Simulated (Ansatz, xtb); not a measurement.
# AlClH2OSi: which of two structures lies lower

Structure a: a singlet given by its coordinates. Structure b: `[Al][O][SiH2]Cl`, a singlet. Both are isolated molecules in the gas phase, relaxed with B3LYP-D3(BJ)/def2-SVP; the shapes shown needn't be the lowest conformers.

a (Å):

```xyz
6

Al   -2.7004    1.5406    2.3305
Cl   -2.8151   -0.4506    3.7719
O    -2.3588    0.2856    1.0518
Si   -2.3415   -1.2290    1.5945
H    -1.4199    2.3420    2.7839
H    -4.1642    2.1240    2.2645
```

Close contacts (Å): Al1–Cl2 2.46, Al1–O3 1.82, Cl2–Si4 2.36, O3–Si4 1.61, Al1–H5 1.58, Al1–H6 1.58.

b (Å):

```yaml
atoms:
  - { symbol: Al, position_ang: [-0.4039, -1.3748, -1.3005] }
  - { symbol: Cl, position_ang: [-1.9237, 2.6795, -1.9714] }
  - { symbol: O, position_ang: [-0.3613, 0.2992, -0.8704] }
  - { symbol: Si, position_ang: [-0.5054, 1.9204, -0.6496] }
  - { symbol: H, position_ang: [0.7801, 2.6047, -0.9383] }
  - { symbol: H, position_ang: [-0.9758, 2.2219, 0.7259] }
```

Problem. Which of the two would you expect CCSD(T)/def2-TZVP electronic energies to favour?

Solution. Structure b; the calculation gives E(b) − E(a) = −0.695 eV.

How the difference moves with the method:

```
                level               geometry  E(b) − E(a) (eV)  departure from the last row (eV)  job, with rough time for the two
B3LYP-D3(BJ)/def2-SVP  B3LYP-D3(BJ)/def2-SVP              −0.566                            +0.129             optimisation, 1.8 min
         HF/def2-TZVP  B3LYP-D3(BJ)/def2-SVP              −0.986                            −0.290           part of the CCSD(T) run
        MP2/def2-TZVP  B3LYP-D3(BJ)/def2-SVP              −0.697                            −0.002           part of the CCSD(T) run
    CCSD(T)/def2-TZVP  B3LYP-D3(BJ)/def2-SVP              −0.695                                                 single point, 2 min
```

None of the levels shown reverses the order. The largest departure from CCSD(T)/def2-TZVP is that of HF/def2-TZVP, 0.290 eV. Levels run at GFN2-xTB geometries aren't shown.

With harmonic frequencies from B3LYP-D3(BJ)/def2-SVP (ideal gas, rigid rotor, one conformer each, 298.15 K, 1 atm): on the last row, ΔE + ΔZPE = −0.608, ΔH = −0.611, ΔG = −0.641 eV.

The correlated steps freeze 16 core orbitals. Codes used: Ansatz 0.2.0; the last row on 1 thread of Arm Neoverse N1 on a shared host.
